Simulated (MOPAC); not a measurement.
MOPAC input (PM6):

```
PM6 1SCF CHARGE=-1 GEO-OK AUX(PRECISION=9) THREADS=1
CH2F3Ge

C     1.89547100 1    0.30304800 1    0.42458500 1
Ge    0.12137400 1    0.00597900 1    0.00875200 1
F    -0.82115400 1    1.46908100 1   -0.31330800 1
F    -0.57722000 1   -0.96569500 1   -1.32853300 1
F    -0.82837400 1   -0.74543100 1    1.29953300 1
H     2.39434200 1    0.81198900 1   -0.40330900 1
H     2.38959800 1   -0.64318500 1    0.65650200 1
```

Output:

```
 *******************************************************************************
 **                                                                           **
 **                              MOPAC v23.2.5                                **
 **                                                                           **
 *******************************************************************************
 ** MOPAC's Digital Object Identifier: https://doi.org/10.5281/zenodo.6511958 **
 **                                                                           **
 ** Please cite the open-source release paper for use of this MOPAC version:  **
 ** J. E. Moussa and J. J. P. Stewart (2026)                                  **
 ** MOPAC: An open-source semiempirical molecular orbital program             **
 ** J. Open Source Softw., 11(119), 8025, https://doi.org/10.21105/joss.08025 **
 *******************************************************************************

                              PM6 CALCULATION RESULTS

 *******************************************************************************
 *  PM6        - The PM6 Hamiltonian to be used
 *  GEO-OK     - OVERRIDE INTERATOMIC DISTANCE AND OTHER SAFETY CHECKS
 *
 *
 *
 *                 CHARGE ON SYSTEM = -1
 *
 *
 *
 *  1SCF       - DO 1 SCF AND THEN STOP
 *  AUX        - OUTPUT AUXILIARY INFORMATION
 *******************************************************************************
PM6 1SCF CHARGE=-1 GEO-OK AUX(PRECISION=9) THREADS=1
 CH2F3Ge

   ATOM   CHEMICAL          X               Y               Z
  NUMBER   SYMBOL      (ANGSTROMS)     (ANGSTROMS)     (ANGSTROMS)

     1       C          1.89547100  *   0.30304800  *   0.42458500  *
     2      Ge          0.12137400  *   0.00597900  *   0.00875200  *
     3       F         -0.82115400  *   1.46908100  *  -0.31330800  *
     4       F         -0.57722000  *  -0.96569500  *  -1.32853300  *
     5       F         -0.82837400  *  -0.74543100  *   1.29953300  *
     6       H          2.39434200  *   0.81198900  *  -0.40330900  *
     7       H          2.38959800  *  -0.64318500  *   0.65650200  *

          CARTESIAN COORDINATES

    NO.       ATOM           X           Y           Z

     1         C          1.8955      0.3030      0.4246
     2        Ge          0.1214      0.0060      0.0088
     3         F         -0.8212      1.4691     -0.3133
     4         F         -0.5772     -0.9657     -1.3285
     5         F         -0.8284     -0.7454      1.2995
     6         H          2.3943      0.8120     -0.4033
     7         H          2.3896     -0.6432      0.6565

 General Reference for PM6:
 "Optimization of Parameters for Semiempirical Methods V: Modification of NDDO Approximations
 and Application to 70 Elements", J. J. P. Stewart, J. Mol. Mod., 13, 1173-1213 (2007)
 URL: https://link.springer.com/article/10.1007/s00894-007-0233-4

           Empirical Formula: C H2 Ge F3  =     7 atoms

      MOLECULAR POINT GROUP   :   Cs

      RHF CALCULATION, NO. OF DOUBLY OCCUPIED LEVELS = 16

 -------------------------------------------------------------------------------
 PM6 1SCF CHARGE=-1 GEO-OK AUX(PRECISION=9) THREADS=1
 CH2F3Ge

     1SCF WAS SPECIFIED, SO BFGS WAS NOT USED
     SCF FIELD WAS ACHIEVED

                              PM6 CALCULATION
                                                       MOPAC v23.2.5 Linux

          FINAL HEAT OF FORMATION =       -224.76752 KCAL/MOL =    -940.42729 KJ/MOL

          COSMO AREA              =        114.03 SQUARE ANGSTROMS
          COSMO VOLUME            =        101.19 CUBIC ANGSTROMS

          IONIZATION POTENTIAL    =          3.371810 EV
          HOMO LUMO ENERGIES (EV) =         -3.372  5.198
          NO. OF FILLED LEVELS    =         16
          MOLECULAR WEIGHT        =        143.6120         POINT GROUP:  Cs

          MOLECULAR DIMENSIONS (Angstroms)

            Atom       Atom       Distance
            H     7    F     3     3.96373
            H     6    F     5     3.72167
            F     4    C     1     2.49203

          SCF CALCULATIONS        =          1

   ATOM   CHEMICAL          X               Y               Z
  NUMBER   SYMBOL      (ANGSTROMS)     (ANGSTROMS)     (ANGSTROMS)

     1       C          1.89547100  *   0.30304800  *   0.42458500  *
     2      Ge          0.12137400  *   0.00597900  *   0.00875200  *
     3       F         -0.82115400  *   1.46908100  *  -0.31330800  *
     4       F         -0.57722000  *  -0.96569500  *  -1.32853300  *
     5       F         -0.82837400  *  -0.74543100  *   1.29953300  *
     6       H          2.39434200  *   0.81198900  *  -0.40330900  *
     7       H          2.38959800  *  -0.64318500  *   0.65650200  *

                             CARTESIAN COORDINATES

   1    C        1.895471000     0.303048000     0.424585000
   2   Ge        0.121374000     0.005979000     0.008752000
   3    F       -0.821154000     1.469081000    -0.313308000
   4    F       -0.577220000    -0.965695000    -1.328533000
   5    F       -0.828374000    -0.745431000     1.299533000
   6    H        2.394342000     0.811989000    -0.403309000
   7    H        2.389598000    -0.643185000     0.656502000

           Empirical Formula: C H2 Ge F3  =     7 atoms

      MOLECULAR POINT GROUP   :   Cs

                  EIGENVALUES
 -33.17490 -33.05570 -32.68545 -17.27865 -12.74179 -10.35589 -10.30285  -9.97990
  -9.59602  -9.46891  -9.46158  -8.80379  -8.58210  -8.08192  -6.67708  -3.37181
   5.19778   5.98878   6.05865   8.12986  11.30661  12.10686

              NET ATOMIC CHARGES AND DIPOLE CONTRIBUTIONS

  ATOM NO.   TYPE          CHARGE      No. of ELECS.   s-Pop       p-Pop
    1          C          -0.929513        4.9295     1.21542     3.71409
    2         Ge           1.405957        2.5940     1.20114     1.39290
    3          F          -0.559228        7.5592     1.96499     5.59424
    4          F          -0.607631        7.6076     1.96908     5.63856
    5          F          -0.559228        7.5592     1.96499     5.59424
    6          H           0.124821        0.8752     0.87518
    7          H           0.124821        0.8752     0.87518
 DIPOLE           X         Y         Z       TOTAL
 POINT-CHG.     1.143    -0.349    -0.474     1.286
 HYBRID        -1.018    -0.764    -1.053     1.652
 SUM            0.125    -1.112    -1.527     1.893

          ATOMIC ORBITAL ELECTRON POPULATIONS

     Atom    s        px        py        pz
    1  C   1.21542   0.93912   1.30596   1.46901
    2 Ge   1.20114   0.57025   0.40393   0.41873
    3  F   1.96499   1.89385   1.73734   1.96305
    4  F   1.96908   1.93886   1.88848   1.81122
    5  F   1.96499   1.89243   1.91157   1.79024
    6  H   0.87518
    7  H   0.87518

 **********************
 *                    *
 * JOB ENDED NORMALLY *
 *                    *
 **********************

 == MOPAC DONE ==
```

The dipole moment of an ion depends on the origin.

The geometry given is a B3LYP-D3(BJ)/def2-TZVP minimum.
